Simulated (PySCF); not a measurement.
**Computed properties of Si(H)2(I)(Me) (CH5ISi), SMILES C[SiH2]I**

Si(H)2(I)(Me) (CH₅ISi), SMILES C[SiH2]I. Geometry: B3LYP-D3(BJ)/def2-SVP. The def2 effective core potentials stand for the cores of I; spin–orbit coupling is left out. The values are those of a single conformer. All values are computed for the isolated molecule unless a solvent is named; none is compared with measurement here.

**Structure.** The optimised structure has Cs symmetry. All 18 harmonic modes at B3LYP-D3(BJ)/def2-SVP (PySCF) are real, so it is a minimum. With heavy atoms numbered as in [SiH2:1]([CH3:2])[I:3], the shortest bond between them is Si1–C2 at 1.875 Å and the longest Si1–I3 at 2.481 Å.

**Vibrations.** The strongest infrared lines (harmonic, unscaled, degenerate partners summed) lie at 891 cm⁻¹ (338 km/mol, H 81 %, C 10 %, Si 8 %), 2241 cm⁻¹ (103 km/mol, H 96 %), 953 cm⁻¹ (98 km/mol, H 95 %). The softest mode is at 161 cm⁻¹ and the zero-point energy is 34.1 kcal/mol.

**Electronic structure.** HF/def2-TZVPD (PySCF) places the frontier levels at -10.03 and 1.31 eV, a gap of 11.34 eV, and gives a dipole moment of 2.22 D and a mean polarisability of 73.3 bohr³.

**Excitations.** TDDFT-CAM-B3LYP/def2-SVPD (PySCF) has S1 at 5.57 eV (223 nm, f = 0.009, weak); the most intense of the 10 singlets computed lies at 6.98 eV (f = 0.07). T1 (TDA) is at 5.14 eV. No vertical singlet excitation falls in the visible range (under 3.1 eV).
